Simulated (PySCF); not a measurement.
## Polarisability and C₆ of Nb²⁺ (niobium, charge +2)

[Kr] 4d2 5s1, high-spin 4F determinant (an excited configuration). All numbers are calculated (PySCF 2.14, scalar relativity by spin-free X2C-1e, in aug-cc-pwCVTZ-DK). Coupled (time-dependent) response in atomic units; α is the mean over directions.

```tsv
method	mean α (bohr³)	C₆ (like pair)	S(−4)
UHF	39.51	258.9	1156
```

S(−4) is the Cauchy moment in α(ω) = α(0) + S(−4) ω² + …

Spin-orbit coupling is absent.

α(iu) at UHF:

```
u (hartree)  α(iu) (bohr³)
          0          39.51
     0.0500          36.85
      0.100          30.91
      0.200          19.92
      0.300          13.62
      0.500          8.061
      0.750          5.310
       1.00          3.921
       1.50          2.458
       2.00          1.688
       3.00         0.9294
       5.00         0.4066
```

For an ion, C₆ is the dispersion term alone; charge-induced terms of lower order in 1/R come first.
